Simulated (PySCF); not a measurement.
Compound: C5H10BClS.
SMILES: `C#CC[S@+](C)[B@@H-](C)Cl`

Vertical excitations from PySCF (density fitting, frozen core in the response, grid level 2 and gas phase unless stated; continuum runs use non-equilibrium linear response for the excitations) on a GFN2-xTB geometry. Reference run:

```csv
settings,"S1, eV (f)","S2, eV (f)","S3, eV (f)","S4, eV (f)","S5, eV (f)","S6, eV (f)","T1, eV (Tamm–Dancoff)",mean α (au)
"PBE0/def2-SVPD, full TDDFT, 6 singlets",5.90 (0.030),6.06 (0.001),6.17 (0.003),6.57 (0.004),6.67 (0.046),6.85 (0.012),5.12,110.4
```

What do these settings give: mPW1PW91/pcSseg-1, IEF-PCM water, start guess vsap, energy threshold 1e-11 Eh, full TDDFT, 6 singlets?

```tsv
settings	S1, eV (f)	S2, eV (f)	S3, eV (f)	S4, eV (f)	S5, eV (f)	S6, eV (f)	T1, eV (Tamm–Dancoff)	mean α (au)
mPW1PW91/pcSseg-1, IEF-PCM water, start guess vsap, energy threshold 1e-11 Eh, full TDDFT, 6 singlets	6.16 (0.008)	6.40 (0.042)	6.58 (0.040)	6.75 (0.032)	7.04 (0.013)	7.36 (0.018)	–	126.0
```

S1 moves by +0.26 eV; functional, basis and environment change together, so the shift can't be laid on one. States are counted by energy in each run and needn't keep their character from row to row.

Give the leading configurations of S1 (H = HOMO, L = LUMO) and the HOMO–LUMO gap of each run.

| settings | S1 configurations (weight) | S1 (eV) | orbital gap (eV) | S1 − gap (eV) |
| --- | --- | --- | --- | --- |
| PBE0/def2-SVPD, full TDDFT, 6 singlets | H→L 0.77, H−1→L 0.13 | 5.90 | 6.93 | -1.03 |
| mPW1PW91/pcSseg-1, IEF-PCM water, start guess vsap, energy threshold 1e-11 Eh, full TDDFT, 6 singlets | H−2→L 0.67, H→L 0.18 | 6.16 | 7.52 | -1.36 |

Geometry: GFN2-xTB, one conformer.

The values belong to the conformer `[CH:1]#[C:2][CH2:3][S@+:4]([CH3:5])[B@@H-:6]([CH3:7])[Cl:8]`: C2–C3–S4–C5 -61°, C3–S4–B6–C7 -70°.
